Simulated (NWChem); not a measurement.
Species: AlHOBrCl; SMILES [Al]([OH])([Br])[Cl]

```xyz
5

Al     0.4337    -0.6134     0.0000
Cl    -0.9659    -2.1714     0.0000
Br    -0.2474     1.5355     0.0000
O      2.0803    -1.0563     0.0000
H      2.7976    -0.4025     0.0000
```
Atoms are numbered in this order, from 1.

All runs: NWChem. All runs use the structure optimised with PBE-D3(BJ)/def2-SVP.

For level Hartree-Fock/STO-3G:

```yaml
highest occupied level (eV): -8.74
orbital gap (eV): 15.84
dipole (D): 2.84
```

Problem. Estimate the same quantities for level Hartree-Fock/pcseg-1.

Solution. The highest occupied level (eV) is -12.02, the orbital gap (eV) is 13.80 and the dipole (D) is 2.18.
